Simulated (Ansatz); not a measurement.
Total energies of Ga6Sb6H18, a cluster cut from wurtzite GaSb (hydrogen-capped) from Ansatz at PBE0-D4/def2-TZVP, gas phase (1 Eh = 27.2114 eV = 2625.5 kJ/mol). The reference geometry is relaxed at PBE-D4/def2-SVP.

```tsv
atom	x (Å)	y (Å)	z (Å)
Sb1	1.852	0.565	-2.406
Ga2	2.819	0.868	0.104
Ga3	-0.577	3.482	-0.494
Sb4	0.948	2.245	1.365
Sb5	2.423	-1.689	0.901
Ga6	0.111	0.777	3.475
Ga7	-0.723	-0.139	-2.857
Sb8	-2.117	1.373	-1.197
Sb9	-0.607	-2.550	-1.632
Ga10	-0.055	-2.773	1.009
Ga11	-3.527	-0.258	0.435
Sb12	-1.538	-0.905	2.148
H13	2.208	1.973	-3.312
H14	2.884	-0.500	-3.280
H15	4.355	1.227	0.084
H16	0.376	3.762	-1.731
H17	-1.477	4.565	0.213
H18	1.950	3.476	2.030
H19	3.446	-2.725	-0.018
H20	3.202	-1.929	2.407
H21	1.358	-0.095	3.927
H22	-0.745	1.690	4.434
H23	-1.010	-0.297	-4.401
H24	-3.259	1.994	-2.324
H25	0.459	-3.574	-2.514
H26	-2.042	-3.418	-1.975
H27	0.002	-4.286	1.454
H28	-4.613	0.590	1.200
H29	-3.827	-1.569	-0.407
H30	-2.276	-1.877	3.362
```

```csv
state,geometry,energy (Eh)
charge 0 singlet,reference,-13000.25246
charge 1 doublet,reference,-12999.95576
charge 1 doublet,relaxed at PBE-D4/def2-SVP,-12999.97688
charge -1 doublet,reference,-13000.28984
charge -1 doublet,relaxed at PBE-D4/def2-SVP,-13000.31558
free Sb atom (quartet),–,-240.22283
free Ga atom (doublet),–,-1924.55212
free H atom (doublet),–,-0.50104
```

In the def2 sets Sb takes a core potential; there is no spin–orbit coupling. Single mean-field runs in def2-TZVP are fitted with def2-universal-jkfit.

Task: Work out the vertical ionisation energy to the doublet.

Result: E(charge 1 doublet) − E(charge 0 singlet) = -12999.95576 − (-13000.25246) = 0.29670 Eh = 8.07 eV. For comparison, −ε of the highest occupied level is 6.91 eV at this level, 1.16 eV less.

Task: Work out the vertical electron affinity, to the doublet.

Result: E(charge 0 singlet) − E(charge -1 doublet) = -13000.25246 − (-13000.28984) = 0.03738 Eh = 1.02 eV. The basis lacks diffuse functions, which makes affinities too small.

Task: Give the fundamental gap IE − EA, the Mulliken electronegativity (IE + EA)/2 and the hardness (IE − EA)/2.

Result: From the values in Eh: IE − EA = 0.29670 − 0.03738 = 0.25932 Eh = 7.06 eV; (IE + EA)/2 = 4.55 eV; (IE − EA)/2 = 3.53 eV. The HOMO–LUMO gap of the same run is 4.91 eV, 2.15 eV smaller than the fundamental gap.

Task: How much does the charge 1 doublet relax, and what is the adiabatic ionisation energy?

Result: Relaxation: -12999.95576 − (-12999.97688) = 0.02112 Eh = 0.57 eV. Adiabatic ionisation energy: 0.27558 Eh = 7.50 eV, without zero-point energy. 

Task: How much does the charge -1 doublet relax, and what is the adiabatic electron affinity?

Result: Relaxation: -13000.28984 − (-13000.31558) = 0.02574 Eh = 0.70 eV. Adiabatic electron affinity: 0.06312 Eh = 1.72 eV, without zero-point energy. 

Task: What is the binding energy per atom against free atoms?

Result: Atoms: 6 × (-240.22283) + 6 × (-1924.55212) + 18 × (-0.50104) = -12997.66842 Eh. Binding: -12997.66842 − (-13000.25246) = 2.58404 Eh = 70.32 eV, or 2.34 eV for each of 30 atoms (no zero-point energy, no counterpoise term).

At PBE0-D4/def2-TZVP the highest occupied level of the charge -1 doublet lies above zero (up to 0.12 eV). By energy differences its removal costs 1.02 eV (vertical, to the charge 0 singlet, at PBE0-D4/def2-TZVP); self-interaction error and the lack of diffuse functions both raise the level.
